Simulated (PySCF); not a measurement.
Compound: C6H5F.
SMILES: `C#CC(=C)/C=C/F`

Torsions of this conformer, `[CH:1]#[C:2][C:3](=[CH2:4])/[CH:5]=[CH:6]/[F:7]`: C2–C3–C5–C6 0°.

The closed-shell ground state was solved at several levels (PySCF, density fitting, gas phase, non-relativistic). Isolated species at its PBE0-D3(BJ)/def2-SVP geometry (one conformer only).

```
         level  basis functions  total energy (Eh)  HOMO (eV)  LUMO (eV)  gap (eV)  dipole (D)
   PBE0/6-31G*              108          -330.9790      -6.44      -0.93      5.51        0.91
 PBE0/pcSseg-0               73          -330.2575      -6.82      -1.28      5.54        1.35
  PBE0/cc-pVTZ              280          -331.1064      -6.74      -1.30      5.44        0.93
PBE0/def2-TZVP              247          -331.1177      -6.78      -1.36      5.42        0.97
 PBE0/def2-SVP              123          -330.7461      -6.70      -1.23      5.47        0.97
 PBE0/pcSseg-2              322          -331.1172      -6.81      -1.41      5.40        1.03
```

Problem. Estimate the row for PBE0/IGLO-III, a basis of 295 functions; the other rows only guide the guess.

Solution. Total energy -331.1230 Eh, HOMO -6.80 eV, LUMO -1.41 eV, gap 5.39 eV, dipole 1.01 D.

Problem. How much does the basis alone move the frontier levels among the 7 PBE0 rows (the withheld one included)?

Solution. The HOMO by 0.38 eV and the LUMO by 0.48 eV. By rising basis size (HOMO, LUMO in eV): pcSseg-0 -6.82, -1.28; 6-31G* -6.44, -0.93; def2-SVP -6.70, -1.23; def2-TZVP -6.78, -1.36; cc-pVTZ -6.74, -1.30; IGLO-III -6.80, -1.41; pcSseg-2 -6.81, -1.41.

Problem. How far do the dipole and the HOMO energy spread over the levels?

Solution. The dipole runs from 0.91 to 1.35 D (mean 1.02 D) and the HOMO from -6.82 to -6.44 eV.
